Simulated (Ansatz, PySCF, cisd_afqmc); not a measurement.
System: SnH, charge 0, doublet. SnH (SMILES [SnH], doublet).
B3LYP-D3(BJ)/def2-TZVP minimum from Ansatz (an electronic-structure program):
```xyz
2

Sn     0.0000     0.0000    -0.0350
H      0.0000     0.0000     1.7513
```
Charge 0, spin multiplicity 2.

Atomisation energy term by term, kcal/mol (programs: Ansatz, cisd_afqmc). Open shells are spin-unrestricted; no spin-orbit coupling. Cores are frozen in correlated methods (noble-gas shells, and filled d and f shells in the p block). Past Kr the def2 sets carry scalar-relativistic core potentials. AFQMC/CISD: phaseless, guided by CISD from CCSD amplitudes; bars are statistical, one sigma. Outlying blocks are dropped, and bars are widened where a walk drifts. Over all cases where full CI ran beside it in this data, AFQMC minus full CI had a median of +0.1 mEh and passed +0.4 mEh in a tenth of the cases. CBS(X,Y): correlation extrapolated as X^-3, Hartree-Fock from the larger set. A bracket is a step between two methods taken in the basis named. Where a partner has so few electrons that a lower coupled-cluster level is exact, that level stands in. Spin-orbit terms, left out, reach several kcal/mol for Br and I, and more for heavier atoms.

| term | basis | kcal/mol |
|---|---|---|
| Hartree-Fock | def2-QZVPP | 40.31 |
| CCSD correlation | CBS(def2-TZVPP,def2-QZVPP) | 20.98 |
| (T) | CBS(def2-TZVPP,def2-QZVPP) | 0.42 |
| CCSDT(Q) - CCSD(T) | def2-QZVPP | 0.08 |
| CCSDTQ - CCSDT(Q) | def2-TZVPP | 0.00 |
| minus zero-point energy | Hessian by PySCF at B3LYP-D3(BJ)/def2-TZVP | -2.41 |
| sum: D0 |  | 59.4 |

The step beyond CCSD(T) by other levels: CCSDTQ in def2-SVP 0.11; AFQMC/CISD in def2-SVP 0.14 ± 0.05; CCSDT(Q) in def2-SVP 0.11; CCSDTQ in def2-TZVPP 0.08; AFQMC/CISD in def2-TZVPP 0.03 ± 0.07; CCSDT(Q) in def2-TZVPP 0.08 kcal/mol.
